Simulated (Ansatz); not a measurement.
Ge₅H₃, relaxed as a doublet with UKS PBE0-D4/def2-SVP in Ansatz, starting from the GFN2-xTB geometry. Force threshold 0.02 eV/Å.

Another isomer (doublet) lies 1.13 eV lower at PBE0-D4/def2-TZVP; other spin states weren't run for this one.

Start:

```
atom    x (Å)    y (Å)    z (Å)
 Ge1   0.4024  -1.6238   0.8767
 Ge2  -0.8586  -0.8721  -1.6256
 Ge3   0.3902   2.6448   0.2284
 Ge4  -0.9674   0.5025   0.5372
 Ge5   1.6285   0.4886   0.5380
  H6   0.6365   2.8138   1.8289
  H7  -1.7584  -2.1041  -1.1080
  H8   0.5268  -1.8498  -1.2757
```

Q: Estimate the energy that the relaxation releases and the steps that it takes.

A: 0.21 eV, in 10 steps; 2.9 min on 4 threads of Intel Xeon on a shared host. No frequencies were taken in this run, so the end may be a saddle point.

Q: Does the start keep its bonding?

A: By distances, no bond broke or formed. The bond that changes most is Ge4–Ge5, from 2.60 to 2.70 Å (atoms count from 1).

Q: Predict the relaxed structure.

A: 
```tsv
atom	x (Å)	y (Å)	z (Å)
Ge1	0.543	-1.688	0.699
Ge2	-0.863	-0.898	-1.683
Ge3	0.419	2.465	0.354
Ge4	-0.923	0.402	0.564
Ge5	1.772	0.458	0.592
H6	0.497	3.140	1.767
H7	-1.894	-1.989	-1.151
H8	0.449	-1.889	-1.143
```
Bond lengths: 7 × Ge–Ge 2.43 to 2.88 Å; 3 × Ge–H 1.57 to 1.73 Å.
